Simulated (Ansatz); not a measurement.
Coupled-cluster run, CH₈NSbSi, SMILES `N[CH]([SiH3])[SbH2]`.

```yaml
crystal:
  periodic: [false, false, false]
  atoms:
    - {symbol: N, position_ang: [0.730449, 0.912297, -0.948007]}
    - {symbol: C, position_ang: [-0.388359, 0.418955, -0.148161]}
    - {symbol: Si, position_ang: [0.070197, -0.022708, 1.625502]}
    - {symbol: Sb, position_ang: [-1.368559, -1.266069, -1.124066]}
    - {symbol: H, position_ang: [1.401907, 0.175516, -1.126630]}
    - {symbol: H, position_ang: [1.221910, 1.660154, -0.468338]}
    - {symbol: H, position_ang: [-1.177866, 1.180158, -0.134268]}
    - {symbol: H, position_ang: [1.025703, -1.165089, 1.614167]}
    - {symbol: H, position_ang: [-1.115608, -0.392082, 2.448597]}
    - {symbol: H, position_ang: [0.752708, 1.142860, 2.257604]}
    - {symbol: H, position_ang: [-1.185694, -0.582648, -2.679111]}
    - {symbol: H, position_ang: [0.110210, -2.116644, -1.283290]}
basis:
  gaussian: {orbitals: def2-TZVPP}
correlation: {method: ccsd_t}
```

```sh
$ ansatz run in.yaml --threads 4 --pin off --events-out ev --progress --plain --max-ram 10444MiB
```

Log, shortened:

```
Functional definition: HF
1688 factors; integrals over basis functions are off by at most 1.1e-3 eV
mean field evaluation 1: about -17008.1050 eV, gradient 3.4e1 eV
mean field evaluation 2: about -17008.3650 eV, gradient 3.5e1 eV
mean field evaluation 4: about -17011.7604 eV, gradient 4.3e0 eV
mean field evaluation 8: about -17011.8362 eV, gradient 2.8e-1 eV
mean field -17011.83666651 eV, -625.1734664570 hartree, gradient 3.0e-6 eV, S^2 0.000000; 0 other end points of the search recorded, 0 dependent functions left out
11 core orbitals not correlated: weight in the atoms' cores, before any rotation towards them, 1.000 or more for the frozen orbitals, at most 0.000 for the correlated occupied ones
reference -17011.83666651 eV, -625.1734664570 hartree; 18, 18 occupied and 237, 237 virtual orbitals, 1688 factors
second order -24.05417556 eV of doubles, -0.00000000 eV of singles
cycle   1  -24.28977608 eV  change   -2.4e-1 eV  update   1.1e-1
cycle   2  -24.97492391 eV  change   -6.9e-1 eV  update   3.4e-2
cycle   3  -25.08386198 eV  change   -1.1e-1 eV  update   1.7e-2
cycle   4  -25.06974685 eV  change    1.4e-2 eV  update   4.7e-3
cycle   5  -25.06825708 eV  change    1.5e-3 eV  update   2.3e-3
cycle   6  -25.06872947 eV  change   -4.7e-4 eV  update   6.6e-4
cycle   7  -25.06834418 eV  change    3.9e-4 eV  update   2.6e-4
cycle   8  -25.06830964 eV  change    3.5e-5 eV  update   8.9e-5
cycle   9  -25.06835687 eV  change   -4.7e-5 eV  update   3.4e-5
cycle  10  -25.06835233 eV  change    4.5e-6 eV  update   1.3e-5
perturbative correction -0.90460440 eV, -0.0332435986 hartree
Total energy: -17037.80962324 eV, -626.1279550118 hartree
```

Run time 3.7 min (4 threads of an Arm Neoverse V2 on a shared host); peak host memory 7.1 GiB.

The correlation energy is -25.973 eV, 3.5 % of it from (T); the T1 diagnostic reads 0.0130.
